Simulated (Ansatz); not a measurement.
Stepwise reaction of `[I][SnH2][I]` with hydrogen, as a gas-phase model of exchange steps in deposition or etching. ΔE in kJ/mol; ΔG adds harmonic PBE0-D4 terms to CCSD(T)/CBS, at 1 bar.

Gas-phase electronic energies from Ansatz, PBE0-D4/def2-TZVP geometries. CCSD(T)/CBS is the MP2 limit (def2-TZVPP, def2-QZVPP) plus CCSD(T) − MP2 in def2-TZVPP, frozen cores. This one scheme is used for every species. DFT in def2-TZVPP. B3LYP here is the variant with VWN-RPA as its local correlation; programs differ in this. def2 core potentials past Kr. For I, Sn outer-core shells are correlated without core-valence functions, which leaves a few kJ/mol of doubt a bond.

```csv
step,reaction,PBE-D4,B3LYP-D4,ωB97M-V,CCSD(T)/CBS,ΔG(500 K)
1,`[I][SnH2][I]` + H₂ → `[SnH3][I]` + HI,93.7,93.5,87.4,100.8,92.1
2,`[SnH3][I]` + H₂ → `[SnH4]` + HI,90.8,91.0,88.6,100.5,95.9
```

**Question.** By hand: ΔE of the 2 steps together at CCSD(T)/CBS.

**Answer.** (100.8) + (100.5) = 201.3 kJ/mol, or 100.7 kJ/mol a step.

In ΔE the steps differ by no more than 0.3 kJ/mol. All are uphill at CCSD(T)/CBS. ΔG lies between 92.1 and 95.9 kJ/mol a step. PBE-D4 differs from CCSD(T)/CBS by -9.7 to -7.1 kJ/mol a step. Isolated molecules leave out the surface, adducts and barriers. Largest T1 diagnostic: 0.013.
